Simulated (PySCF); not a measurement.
## Configurations of GdO

Unrestricted PBE0; PySCF, spin-free X2C with a Gaussian nucleus, basis sets Gd x2c-SVPall, O x2c-SVPall. The search starts from ions with several 4f fillings and holds each by maximum overlap.

The lowest solution has 2Ms+1 = 9, about 7.1 4f electrons, near 1.79 Å.

The lowest solution of each spin and filling, followed along the bond (rough minima from three points):

| 2Ms+1 | 4f population | ⟨S²⟩ at the start | R at minimum (Å) | Te (eV) |
| --- | --- | --- | --- | --- |
| 9 | 7.11 | 20.03 | 1.79 | 0.00 |
| 7 | 7.12 | 13.01 | 1.79 | 0.26 |

Solutions at the starting distance of 1.950 Å, counted from the lowest; the search is not exhaustive:

```tsv
2Ms+1	4f population	E (eV)	⟨S²⟩	⟨Lz²⟩	μ (D)
9	7.11	0.00	20.03	0.0	-5.41
7	7.12	0.28	13.01	0.0	-5.27
9	7.09	1.39	20.03	4.0	-7.75
7	7.12	1.95	12.98	4.0	-7.65
9	7.12	2.03	20.02	1.0	-4.81
7	7.24	2.21	12.87	1.0	-4.79
7	7.97	3.12	12.06	4.0	-7.50
9	8.03	4.38	20.01	4.0	-2.69
9	7.76	4.45	20.28	1.9	-1.95
9	8.04	4.53	20.01	9.0	-2.55
7	6.80	8.45	12.02	4.3	-2.28
```

Partly filled real f orbitals mix terms, so no term symbols are given. A positive dipole means Gd(−)O(+).

Spin–orbit coupling is left out. Counting both spins, an empty level lies below a filled one in some of these solutions, because spin and occupation are held. With d or f electrons several states lie close, and the lowest PBE0 determinant need not be the measured ground state.
